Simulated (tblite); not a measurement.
Compound: 3-fluorophenol, C₆H₅FO.
SMILES with atom numbers: `[OH:1][c:2]1[cH:3][cH:4][cH:5][c:6]([F:7])[cH:8]1` (hydrogens: H9 on O1; H10 on C3; H11 on C4; H12 on C5; H13 on C8)

Computed with GFN2-xTB (tblite), gas phase: Langevin dynamics at 200 K from the optimised GFN2-xTB geometry, time step 0.5 fs, friction 0.01 fs⁻¹, 2000 steps.

Start geometry:
```
atom  x, y, z in Å
O1      2.478   -0.316    0.003
C2      1.131   -0.166    0.000
C3      0.338   -1.311    0.014
C4     -1.038   -1.202    0.012
C5     -1.653    0.040   -0.001
C6     -0.850    1.164   -0.015
F7     -1.425    2.385   -0.030
C8      0.531    1.088   -0.015
H9      2.910    0.547   -0.008
H10     0.824   -2.273    0.026
H11    -1.644   -2.095    0.022
H12    -2.725    0.143   -0.001
H13     1.118    1.995   -0.025
```

The statistics below take the 31 frames saved every 25 fs from 250 to 1000 fs; their kinetic temperature (all 3N coordinates) averages 191 K.

Task: How do the bond lengths spread?

Result: 
```tsv
bond	start (Å)	mean (Å)	standard deviation (Å)	shortest (Å)	longest (Å)
O1–C2	1.356	1.353	0.020	1.312	1.385
C2–C3	1.393	1.394	0.018	1.365	1.434
C3–C4	1.381	1.389	0.020	1.349	1.433
C4–C5	1.386	1.391	0.024	1.345	1.428
C5–C6	1.381	1.389	0.019	1.359	1.436
C6–F7	1.350	1.344	0.022	1.304	1.401
C6–C8	1.382	1.389	0.020	1.354	1.435
C2–C8	1.390	1.396	0.025	1.358	1.447
O1–H9	0.965	0.967	0.015	0.935	0.994
C3–H10	1.078	1.082	0.023	1.040	1.142
C4–H11	1.079	1.080	0.022	1.041	1.150
C5–H12	1.077	1.081	0.021	1.041	1.124
C8–H13	1.081	1.083	0.017	1.043	1.114
```

Task: Give the same statistics for bond angles, one of each kind among heavy atoms.

Result: 
```csv
angle,start (°),mean (°),standard deviation (°),smallest (°),largest (°)
O1–C2–C3,118.3,118.5,1.8,115.0,122.1
O1–C2–C8,121.9,121.9,2.4,116.3,125.7
C3–C2–C8,119.8,119.3,2.4,115.6,124.1
C2–C3–C4,120.1,120.4,2.4,114.3,123.8
C3–C4–C5,120.9,120.5,1.9,117.1,124.7
C4–C5–C6,118.1,118.2,2.2,114.3,122.7
C5–C6–F7,119.2,119.1,1.9,115.7,123.7
C5–C6–C8,122.4,121.9,2.3,115.6,125.6
F7–C6–C8,118.4,118.9,2.3,114.1,122.8
C2–C8–C6,118.7,119.0,1.9,114.0,122.7
```

Task: How widely does the potential energy scatter, against a harmonic estimate?

Result: Mean 0.30 eV above the start, standard deviation 0.060 eV, range 0.21 to 0.44 eV. For 33 classical harmonic modes at 200 K the canonical values are 33kT/2 = 0.28 eV and kT·√(33/2) = 0.070 eV.

The run is classical and short, so these are rough statistics of one trajectory.

What follows is the cost of the whole dynamics run. Time: 15 s wall. Hardware: one thread of an Arm Neoverse N1 (shared host).
